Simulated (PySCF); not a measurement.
ZnF₂, SMILES [Zn]([F])[F].

The structure is a stationary point at PBE0-D3(BJ)/def2-TZVP. The isomer is the one that the SMILES or the coordinates give; other isomers of the formula were not compared.

Computed with PBE/def2-TZVPD (PySCF).

Isolated molecule, no solvent.

```json
{
  "total_energy": "-1978.78115 hartree",
  "point_group": "D∞h",
  "highest_occupied_level": "-8.65 eV",
  "lowest_empty_level": "-3.01 eV",
  "orbital_gap": "5.64 eV",
  "dipole_moment": "0.00 D",
  "quadrupole, principal values (traceless, Buckingham form, about the centre of nuclear charge)": "-12.38, 6.19, 6.19 D·Å",
  "mean_static_polarisability": "23.4 bohr³ (3.47 Å³)",
  "polarisability_principal_values": "19.8, 19.8, 30.6 bohr³"
}
```
